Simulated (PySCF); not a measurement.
# How methods differ on the ionisation energy of Zn

Zn [Ar] 3d10 4s2 (1S) → Zn⁺ [Ar] 3d10 4s1 (2S), as a difference of total energies. Calculation: PySCF 2.14, in pcseg-2 (6s4p3d2f1g, 56 functions); no relativity, point nucleus. Correlated levels: valence: [Ar] frozen. The calculations carry no spin-orbit coupling.

| method | ionisation energy (eV) | difference from reference (eV) |
| --- | --- | --- |
| UHF | 7.656 | -1.738 |
| TPSS | 9.155 | -0.239 |
| r2SCAN | 9.198 | -0.196 |
| MP2 (valence) | 8.885 | -0.509 |
| SCS-MP2 (valence) | 8.899 | -0.495 |

Reference: 9.394 eV (measured; NIST Atomic Spectra Database, ionization energies).

These non-relativistic numbers lack the scalar-relativistic shift.

Errors of the correlated levels include the incompleteness of this basis and the frozen core.

MP2 underrates the near-degeneracy of ns² with np² in the lower species.
